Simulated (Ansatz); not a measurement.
The cluster Ti2O5H2, relaxed as a singlet with RKS PBE-D4/def2-SVP in Ansatz, starting from the GFN2-xTB geometry. Force threshold 0.02 eV/Å.

The structure holds 1 bond(s) between oxygen atoms. The relaxation made no stability test and no search for a lower SCF solution. No other spin state of charge 0 was run. Another isomer (singlet) lies 3.83 eV lower at PBE0-D4/def2-TZVP; other spin states weren't run for this one.

Start:

```xyz
9

Ti   -0.158   -0.071   -0.812
Ti   -0.091    0.176    1.712
O     1.581   -0.020    1.093
O     1.569   -0.156   -0.313
O    -0.714   -1.100    0.574
O    -0.523    1.286    0.338
O    -0.525   -0.201   -2.452
H    -0.709   -0.274   -3.389
H    -0.429    0.359    3.249
```

| step | energy (eV) | largest force component (eV/Å) | SCF passes |
| --- | --- | --- | --- |
| 1 | -56468.1281 | 3.063 | 27 |
| 2 | -56468.5994 | 1.131 | 33 |
| 3 | -56468.6744 | 0.339 | 25 |
| 4 | -56468.6896 | 0.219 | 25 |
| 5 (rejected) | -56468.6622 | 1.484 | 31 |
| 6 | -56468.7073 | 0.115 | 24 |
| 7 | -56468.7160 | 0.052 | 24 |
| 8 | -56468.7199 | 0.216 | 24 |
| 9 | -56468.7209 | 0.055 | 24 |
| 10 | -56468.7214 | 0.013 | 25 |

Force components are those of the run's own axes.

End:

```xyz
9

Ti   -0.0523   -0.0794   -0.8441
Ti   -0.0848    0.1730    1.6800
O     1.7028   -0.0231    1.1544
O     1.7356   -0.1645   -0.2480
O    -0.6118   -1.1440    0.5498
O    -0.4140    1.3112    0.3067
O    -0.4353   -0.2218   -2.5913
H    -1.1051   -0.2358   -3.2943
H    -0.7351    0.3844    3.2869
```

By distances, no bond broke or formed. The bond that changes most is Ti2–H9, from 1.58 to 1.75 Å (atoms count from 1).

No frequencies were taken in this run, so the end may be a saddle point.

Hardware: 4 threads of Arm Neoverse V2 on a shared host. Wall time 18 s.
